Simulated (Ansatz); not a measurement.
Stepwise reaction of `[OH][Ge]([OH])([F])[F]` with hydrogen fluoride, as a gas-phase model of exchange steps in deposition or etching. ΔE in kJ/mol; ΔG adds harmonic PBE0-D4 terms to CCSD(T)/CBS, at 1 bar.

Program: Ansatz. Geometries: PBE0-D4/def2-TZVP. ΔE: electronic, gas phase. CBS: MP2 limit from def2 TZ/QZ plus the TZ coupled-cluster correction, frozen cores. This one scheme is used for every species. DFT in def2-TZVPP. B3LYP here is the variant with VWN-RPA as its local correlation; programs differ in this. For Ge outer-core shells are correlated without core-valence functions, which leaves a few kJ/mol of doubt a bond. Scalar relativity is left out up to krypton. Each species was taken in one conformer, which may not be the lowest.

```csv
step,reaction,PBE-D4,B3LYP-D4,ωB97M-V,CCSD(T)/CBS,ΔG(600 K)
2,`[OH][Ge]([F])([F])[F]` + H–F → `[F][Ge]([F])([F])[F]` + H₂O,-13.0,-13.6,-13.9,-10.0,5.8
```

(1) Give the row of step 1, `[OH][Ge]([OH])([F])[F]` + H–F → `[OH][Ge]([F])([F])[F]` + H₂O. (Estimate.)

(2) By hand: ΔE of the 2 steps together at CCSD(T)/CBS.

## Answers

(1) The calculation gave: 
```tsv
step	reaction	PBE-D4	B3LYP-D4	ωB97M-V	CCSD(T)/CBS	ΔG(600 K)
1	`[OH][Ge]([OH])([F])[F]` + H–F → `[OH][Ge]([F])([F])[F]` + H₂O	-15.7	-16.8	-16.9	-13.1	-20.5
```

(2) (-13.1) + (-10.0) = -23.1 kJ/mol, or -11.6 kJ/mol a step.

In ΔE the steps differ by no more than 3.1 kJ/mol. All are downhill at CCSD(T)/CBS. ΔG lies between -20.5 and 5.8 kJ/mol a step. PBE-D4 differs from CCSD(T)/CBS by -3.0 to -2.6 kJ/mol a step. Isolated molecules leave out the surface, adducts and barriers. Largest T1 diagnostic: 0.012.
